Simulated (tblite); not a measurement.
Run record: tight-binding relaxation, `CC#[N+][B-](Br)(Br)N(C)C`.

Computed with GFN2-xTB geometry optimisation, gas phase (tblite 0.8.0). Start geometry: from a force field or distance geometry. The input is one job of a driver script: a line of settings, then coordinates in Å.

Command:
```bash
OMP_NUM_THREADS=1 python probes_run.py task.json out
```

Input:
```
{"job": {"kind": "relax", "xc": "GFN2-xTB", "basis": "xTB"}, "charge": 0, "multiplicity": 1}
C      3.072400    -0.746900    -0.605400
C      1.842300    -0.344800     0.094500
N      0.892800    -0.040600     0.667300
B     -0.359100     0.372700     1.375200
Br    -0.061600     2.166500     2.253400
Br    -0.688200    -0.929200     2.899100
N     -1.583200     0.407700     0.402600
C     -1.393200     1.395400    -0.669900
C     -1.858400    -0.919700    -0.184400
H      3.464400    -1.674800    -0.149900
H      3.814900     0.063700    -0.525100
H      2.822900    -0.926400    -1.671600
H     -2.301000     1.414000    -1.320800
H     -1.290700     2.414600    -0.264500
H     -0.512900     1.160900    -1.296700
H     -2.116700    -1.656700     0.613000
H     -2.751700    -0.855700    -0.846600
H     -1.001900    -1.294500    -0.781700
```

Output:
```
step      E/eV     max force
  0    -773.99964    1.910
  1    -774.09945    3.141
  2    -774.21689    1.117
  3    -774.26361    0.525
  4    -774.29222    0.378
  5    -774.31684    0.419
  6    -774.34230    0.384
  7    -774.35409    0.289
  8    -774.36275    0.296
  9    -774.37105    0.272
... (39 lines left out)
 49    -774.44512    0.049
 50    -774.44544    0.041
 51    -774.44570    0.032
 52    -774.44588    0.033
 53    -774.44603    0.027
 54    -774.44614    0.022
 55    -774.44621    0.017
 56    -774.44624    0.012
 57    -774.44626    0.010
 58    -774.44628    0.008
```

«max force» is the largest atomic force in eV/Å.

Task: From which step on does the largest force stay under 0.1 eV/Å, and how much energy is left to gain from there?

Result: From step 40 (0.093 eV/Å), 6.4 meV above the end.

In short: energy lowered by 10.3 kcal/mol over 58 steps; largest atomic force 0.008 eV/Å at the end.

Task: Give the final coordinates.

Result: 0.232 Å rms from the input after alignment:
```
atom  x, y, z in Å
C1     2.9182   -0.7150   -0.5951
C2     1.8722   -0.3170    0.2789
N3     1.0449    0.0070    1.0111
B4    -0.4526    0.4043    1.4738
Br5   -0.2025    2.2203    2.2184
Br6   -0.8321   -0.9303    2.8839
N7    -1.2799    0.3193    0.2868
C8    -1.2960    1.3512   -0.7256
C9    -1.7567   -0.9393   -0.2410
H10    3.3484   -1.6523   -0.2393
H11    3.6916    0.0542   -0.6052
H12    2.5325   -0.8542   -1.6057
H13   -2.3062    1.4432   -1.1321
H14   -1.0061    2.3117   -0.3068
H15   -0.6144    1.1097   -1.5546
H16   -1.8121   -1.6928    0.5407
H17   -2.7571   -0.8011   -0.6584
H18   -1.1009   -1.3125   -1.0415
```

Time: 0.94 s. Hardware: one thread of an Arm Neoverse N1, shared host.
Labels such as C1 count atoms from 1, the log's own numbers from 0.
